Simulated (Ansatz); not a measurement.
`[F][Al]([F])[Cl]` + CH₃SH → `C[S][Al]([F])[Cl]` + H–F at 298.15 K and 1 bar (ligand exchange at the Al–F bond).

Calculated with Ansatz (gas phase, PBE0-D4/def2-TZVP geometries, no zero-point term in ΔE). CCSD(T)/CBS is the MP2 limit (def2-TZVPP, def2-QZVPP) plus CCSD(T) − MP2 in def2-TZVPP, frozen cores. This one scheme is used for every species. One conformer a species, not always the lowest.

```
            species  CCSD(T)/CBS energy (Eh)  H − E (kJ/mol)  S (J/(mol·K))
 `[F][Al]([F])[Cl]`               -901.60711            32.7          298.8
              CH₃SH               -438.22835           133.0          253.2
`C[S][Al]([F])[Cl]`              -1239.41425           137.0          371.7
                H–F               -100.39570            33.5          173.6
```

H − E and S are ideal-gas, rigid-rotor, harmonic terms from PBE0-D4/def2-TZVP, for one conformer and one mirror image of each species. 1 Eh = 2625.50 kJ/mol, R = 8.31446 J/(mol·K).

Q: By hand: ΔE, ΔH, ΔS and ΔG.

A: ΔE = (-1239.41425) + (-100.39570) − (-901.60711) − (-438.22835) = 0.02551 Eh = 67.0 kJ/mol. Δ(H − E) = 137.0 + 33.5 − 32.7 − 133.0 = 4.8, so ΔH = 71.8 kJ/mol. ΔS = 371.7 + 173.6 − 298.8 − 253.2 = -6.7 J/(mol·K). ΔG = 71.8 − 298.15 × (-6.7)/1000 = 73.8 kJ/mol.

Q: By hand: the equilibrium constant, and the temperature at which ΔG would vanish if ΔH and ΔS stayed fixed.

A: log₁₀ K = −ΔG/(RT ln 10) = -12.9. ΔH and −TΔS have one sign here, so there is no such temperature.

The number of gas molecules stays the same, so ΔS is small and ΔH decides. A doubt of 5 kJ/mol in ΔE shifts log₁₀ K by 0.9 here. Other conformers and mirror images would add mixing entropy, several J/(mol·K) or more a flexible species. Modes under 60 cm⁻¹, often nearly free rotors, make the harmonic entropy too high. These are equilibria of isolated gas molecules and say nothing of rates. Largest T1 diagnostic: 0.012 (customary marks: 0.02 for closed shells, 0.045 for open ones).

ΔS is within the doubt of such terms, so its sign, and with it that verdict, could turn.
